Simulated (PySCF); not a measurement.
# How methods differ on the excitation energy of Ga

Ga [Ar] 3d10 4s2 4p1 (2P) → Ga [Ar] 3d10 4s1 4p2 (4P), as a difference of total energies. Computed with PySCF 2.14 in aug-cc-pVQZ-DK, with the spin-free X2C one-electron Hamiltonian (Gaussian nucleus). Correlated levels: valence: [Ar] 3d10 frozen. The calculations carry no spin-orbit coupling.

| method | excitation energy (cm⁻¹) |
| --- | --- |
| UHF | 26522 |
| LDA | 42716 |
| PBE | 41020 |
| PBE0 | 38307 |
| r2SCAN | 37377 |
| BHandHLYP | 39501 |
| wB97X-V | 39868 |
| r2SCANh | 36861 |
| TPSSh | 38413 |
| MP2 (valence) | 32546 |
| SCS-MP2 (valence) | 34892 |
